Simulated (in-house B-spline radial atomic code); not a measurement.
# Ionising Mn⁴⁺ with different functionals

Computed with a radial B-spline atomic code at the basis-set limit: non-relativistic Hamiltonian, point nucleus, spin-polarised at highest spin, spherical fractional occupations for the functionals, the average over the highest-spin determinants for Hartree-Fock. The ionisation energy is the difference of two self-consistent energies, [Ar] 3d3 → [Ar] 3d2, without Breit or QED terms; ε is the level of the shell that loses the electron (its least bound occupied spin orbital).

Hybrids are left out here: with spherical fractional occupations of an open shell their exact exchange keeps a self-interaction that integer-occupation calculations don't have.

```json
{"method": "Hartree-Fock", "rung": "Hartree-Fock", "ΔSCF (eV)": "71.84", "-ε(3d) (eV)": "73.55"}
{"method": "LDA VWN5", "rung": "LDA", "ΔSCF (eV)": "73.41", "-ε(3d) (eV)": "62.78"}
{"method": "LDA PW92", "rung": "LDA", "ΔSCF (eV)": "73.40", "-ε(3d) (eV)": "62.77"}
{"method": "LDA exchange-only", "rung": "LDA", "ΔSCF (eV)": "71.76", "-ε(3d) (eV)": "61.22"}
{"method": "PBE", "rung": "GGA", "ΔSCF (eV)": "73.18", "-ε(3d) (eV)": "62.57"}
{"method": "PBEsol", "rung": "GGA", "ΔSCF (eV)": "73.15", "-ε(3d) (eV)": "62.54"}
{"method": "BLYP", "rung": "GGA", "ΔSCF (eV)": "?", "-ε(3d) (eV)": "?"}
{"method": "RPBE", "rung": "GGA", "ΔSCF (eV)": "73.12", "-ε(3d) (eV)": "62.50"}
{"method": "PW91", "rung": "GGA", "ΔSCF (eV)": "73.31", "-ε(3d) (eV)": "62.68"}
{"method": "BP86", "rung": "GGA", "ΔSCF (eV)": "73.20", "-ε(3d) (eV)": "62.58"}
{"method": "AM05", "rung": "GGA", "ΔSCF (eV)": "73.16", "-ε(3d) (eV)": "62.54"}
{"method": "OLYP", "rung": "GGA", "ΔSCF (eV)": "73.60", "-ε(3d) (eV)": "62.94"}
{"method": "TPSS", "rung": "meta-GGA", "ΔSCF (eV)": "73.04", "-ε(3d) (eV)": "62.44"}
{"method": "SCAN", "rung": "meta-GGA", "ΔSCF (eV)": "73.22", "-ε(3d) (eV)": "62.73"}
{"method": "r2SCAN", "rung": "meta-GGA", "ΔSCF (eV)": "73.28", "-ε(3d) (eV)": "62.78"}
{"method": "M06-L", "rung": "meta-GGA", "ΔSCF (eV)": "?", "-ε(3d) (eV)": "?"}
{"method": "revTPSS", "rung": "meta-GGA", "ΔSCF (eV)": "72.93", "-ε(3d) (eV)": "62.34"}
```

(1) What does BLYP give?

(2) What does M06-L give?

(3) How do they compare with the NIST value?

## Answers

(1) ΔSCF 73.09 eV, and -ε(3d) = 62.46 eV.

(2) ΔSCF 73.03 eV, and -ε(3d) = 62.49 eV.

(3) NIST lists 72.4 eV ± 0.1 (semi-empirical, ground level to ground level). Errors run from -0.65 to +1.19 eV; revTPSS is closest (+0.52 eV), though others lie within the uncertainty of it, and part of that can be cancellation, since the calculations leave out relativity, Breit-QED terms, multiplet and fine-structure energies. Hartree-Fock also lacks correlation.
